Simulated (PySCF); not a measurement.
## Polarisability and C₆ of C (carbon, neutral)

[He] 2s1 2p3, high-spin 5S determinant (an excited configuration). Calculation: PySCF 2.14, in dyall-acv3z; scalar relativity by spin-free X2C-1e. Coupled (time-dependent) response in atomic units; α is the mean over directions.

```json
{"method": "UHF", "mean α (bohr³)": "8.685", "C₆ (like pair)": "30.99", "S(−4)": "36.78"}
{"method": "PBE", "mean α (bohr³)": "11.23", "C₆ (like pair)": "42.64", "S(−4)": "76.58"}
{"method": "PBE0", "mean α (bohr³)": "10.30", "C₆ (like pair)": "38.30", "S(−4)": "59.59"}
{"method": "HSE06", "mean α (bohr³)": "10.31", "C₆ (like pair)": "38.32", "S(−4)": "59.81"}
{"method": "BLYP", "mean α (bohr³)": "11.53", "C₆ (like pair)": "43.94", "S(−4)": "82.83"}
```

S(−4) is the Cauchy moment in α(ω) = α(0) + S(−4) ω² + …

α(iu) at PBE:

```tsv
u (hartree)	α(iu) (bohr³)
0	11.23
0.0500	11.04
0.100	10.54
0.200	9.028
0.300	7.453
0.500	5.030
0.750	3.251
1.00	2.249
1.50	1.246
2.00	0.7858
3.00	0.3935
5.00	0.1582
```

A single London oscillator, α(iu) = α/(1 + u²/ω²), gives C₆ = (3/4) ω α². Matching the computed C₆ needs ω = 4 × 42.64 / (3 × 11.23²) = 0.451 hartree.
